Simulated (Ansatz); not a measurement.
Basis-set extrapolation for `N[SiH2][SiH](F)S` (PBE0-D4/def2-TZVP geometry, frozen core, the Gaussian-basis code of Ansatz). Multiplicity 1, RHF reference.

```tsv
	def2-TZVPP	def2-QZVPP
HF	-1133.008771	-1133.045890
MP2 correlation	-0.887126	-0.962719
CCSD(T) correlation	-0.976052	not run
```

Energies in hartree. Use E(X) = E(∞) + A·exp(−7.88·√X) for Hartree–Fock and E(X) = E(∞) + B·X^(−2.97) for correlation, with X = 3 and 4, and add CCSD(T) minus MP2 of the smaller set to the MP2 limit.

**Question.** What is the CCSD(T) energy at the basis-set limit?

**Answer.** HF limit: -1133.045890 + (-0.037119) × 0.13774 = -1133.05100. MP2 limit: -0.962719 + (-0.075593) × 0.74074 = -1.01871. Higher-order term: -0.976052 − (-0.887126) = -0.08893. Total: -1134.15864 hartree, 4.73 eV below CCSD(T)/def2-TZVPP.
